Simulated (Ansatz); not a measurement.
Molecule: C2H3 (charge +1, singlet). It need not be the lowest isomer of its formula. 
Coordinates optimised at B3LYP-D3(BJ)/def2-TZVP (Ansatz, a quantum-chemistry and plane-wave program):
```xyz
5

C     -0.5795    -0.0017    -0.0062
C      0.6720     0.0020     0.0071
H      1.7532     0.0052     0.0186
H     -1.1567     0.9359    -0.0245
H     -1.1514    -0.9427    -0.0001
```
Charge +1, spin multiplicity 1.

Basis-set convergence of Hartree-Fock and CCSD(T) correlation energies (hartree) with Ansatz. Cores are frozen in the correlated levels unless marked. Spin-orbit coupling is left out. Non-relativistic.

The T1 diagnostic of CCSD in the largest basis is 0.026, which is high, so the coupled-cluster rows are less sure than usual.

```csv
basis,functions,E(HF),"E(corr, CCSD(T))",rough core time
cc-pVDZ,43,-77.09309,-0.26823,under 20 s
cc-pVTZ,102,-77.11549,-0.31943,under 20 s
cc-pVQZ,200,-77.12032,-0.33496,40 s
```

Extrapolating the two largest sets (X = 3 and 4) as X^-3: E(corr) = (64·(-0.33496) - 27·(-0.31943))/37 = -0.3463 Eh, an estimate of the basis-set limit. The largest set recovers 96.7 % of it, the smallest 77.5 %.
